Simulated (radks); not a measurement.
Effect of the nuclear size on the calcium ion Ca2+, [Ar]. Calculated with a radial shooting solver on a logarithmic mesh with Libxc functionals: Dirac Kohn-Sham, LDA (Slater exchange, Perdew-Wang correlation), spin-unpolarised, spherical densities, finite nucleus; Fermi nuclear charge, rms radius 3.4776 fm. The rms radius is varied about that value; shifts are against it.

rms radius (fm)  total energy shift (eV)  density at nucleus (e/bohr^3)  1s1/2 shift (meV)  2s1/2 shift (meV)
2.8968                          -0.00919                           6147              -3.88             -0.308
3.1368                          -0.00559                           6134              -2.36             -0.188
3.4776                                 0                           6118              0.000              0.000
3.7141                           0.00421                           6108               1.78              0.141
4.0062                           0.00978                           6096               4.13              0.328

Slopes of the eigenvalues against <r^2> in GHz/fm^2, as finite differences over the two radii next to the reference (eigenvalue slopes, not the field-shift constants of lines): 1s1/2 253, 2s1/2 20.1.
